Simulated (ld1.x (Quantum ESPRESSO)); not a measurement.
## Ga (Z = 31): one change to a TM potential, before and after

Ga, norm-conserving Troullier–Martins (Kleinman–Bylander form), made with ld1.x (Quantum ESPRESSO) 7.5 (LDA (PZ), scalar-relativistic). Core [Ar] 3d10, reference 4s2 4p1. Waves: 4s (bound): rc 1.90 bohr; 4d channel at 0.05 Ry: rc 1.95 bohr; 4p (bound): rc 2.20 bohr. Local part: the p channel. Core correction: none.

Change: core correction a·sin(br)/r model core inside 0.84 bohr.

Cutoffs: the cutoffs (Ry, on a coarse ladder) from which the occupation-weighted sum of valence levels, in a spherical-Bessel basis at the reference potential, stays within 10 and 1 mRy of its value at 400 Ry; they do not see the model core or the augmentation charge, which bear on the density cutoff. Errors are all-electron minus pseudo energies relative to the spin-unpolarised reference configuration.

Q: Predict the effect on cutoff, ghosts and configuration errors.

A: The potential gets neither clearly harder nor softer (15 Ry and 35 Ry → 15 Ry and 35 Ry); both files keep a bound ghost (d, s); of the 9 tests that both files solve, the error grows in 5 and shrinks in 2 by more than 15 % and 0.3 meV (median size 15.7 → 18.0 meV). A model core, the more so a compact one, raises the density cutoff, which this test does not measure.

| quantity | base | changed |
| --- | --- | --- |
| cutoff, loose | 15 Ry | 15 Ry |
| cutoff, tight | 35 Ry | 35 Ry |
| bound ghosts | s, d | s, d |
| error for 4s2 4p0, meV [ΔE 5.89 eV] | +6.4 | -14 |
| error for 4s1 4p0, meV [ΔE 27.39 eV] | +112 | -199 |
| error for 4s2 4p0.5, meV [ΔE 2.12 eV] | +1.0 | -2.1 |
| error for 4s1 4p2, meV [ΔE 6.61 eV] | +14 | -18 |
| error for 4s2 4p1.3, meV [ΔE -0.58 eV] | +0.3 | -0.1 |
| error for 4s0 4p3, meV [ΔE 13.54 eV] | +76 | -65 |
| error for 4s1 4p1, meV [ΔE 13.34 eV] | +24 | -54 |
| error for 4s2 4p1 (spin-polarised), meV [ΔE -0.13 eV] | +16 | -1.0 |
| error for 4s1 4p0 (spin-polarised), meV [ΔE 27.08 eV] | +423 | -213 |
| s: phases at 2.39 bohr within 0.05 rad from the reference energy up to (Ry; the scan ends near 5) | 2.8 | 2.8 |
| p: phases at 2.39 bohr within 0.05 rad from the reference energy up to (Ry; the scan ends near 5) | 3.9 | 3.9 |
| d: phases at 2.39 bohr within 0.05 rad from the reference energy up to (Ry; the scan ends near 5) | 1.2 | 1.2 |

 A true bound ghost makes a file unfit for plane-wave use even where its test errors are small: the radial tests pick states by their node count and pass the ghost by.
